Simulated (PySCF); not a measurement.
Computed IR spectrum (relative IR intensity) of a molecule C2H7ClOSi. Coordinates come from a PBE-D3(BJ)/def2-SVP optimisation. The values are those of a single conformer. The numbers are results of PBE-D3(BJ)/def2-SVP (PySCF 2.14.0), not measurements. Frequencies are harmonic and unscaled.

Lines under 2 % of the strongest are left out, and lines within 2 cm⁻¹ are merged.

ν (cm⁻¹): 276 (vw), 338 (s), 411 (m), 522 (m), 559 (w), 645 (w), 710 (vw), 824 (vs), 883 (m), 909 (m), 958 (m), 1054 (w), 1067 (m), 1184 (w), 1243 (w), 1355 (m), 1406 (w), 1422 (vw), 2147 (m), 2161 (s), 2955 (w), 2987 (vw), 3040 (w), 3061 (w), 3676 (w) (against the strongest line: vs over 80 %, s over 45 %, m over 15 %, w over 4 %, vw less)

Problem. Which molecule gave these data?
(A) OCC[SiH2]Cl
(B) C[C@@H](O)[SiH2]Cl
(C) C[Si](C)(O)Cl
(D) COC[SiH2]Cl

Solution. B, C[C@@H](O)[SiH2]Cl
